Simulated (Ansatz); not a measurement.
ZnTe2⁺. Total charge 1; doublet. Geometry B3LYP-D4/def2-TZVP; atoms count from 1.

```xyz
3

Zn   -1.233    0.495    0.478
Te    1.040    1.072   -0.515
Te    0.193   -1.567    0.037
```

In the def2 sets Te takes a core potential; there is no spin–orbit coupling. The structure comes from a short search, and lower isomers may exist.

(1) Estimate the Mulliken populations from the PBE0/def2-TZVP orbitals of Ansatz.

(2) Where does the spin sit?

(3) And the Mayer bond orders between bonded heavy atoms (over 0.3)?

## Answers

(1) 
```csv
atom,charge (e),spin (α − β),d electrons
Zn1,0.55,-0.08,10.05
Te2,0.22,0.54,–
Te3,0.22,0.54,–
```
Mulliken values and Mayer orders depend strongly on the basis.

(2) Summed by element: Zn -0.08, Te 1.08, of 1 unpaired in all. Largest on single atoms: Te2 0.54, Te3 0.54, Zn1 -0.08.

(3) Zn1–Te2 0.98 (2.55 Å); Zn1–Te3 0.98 (2.55 Å); Te2–Te3 1.46 (2.83 Å).
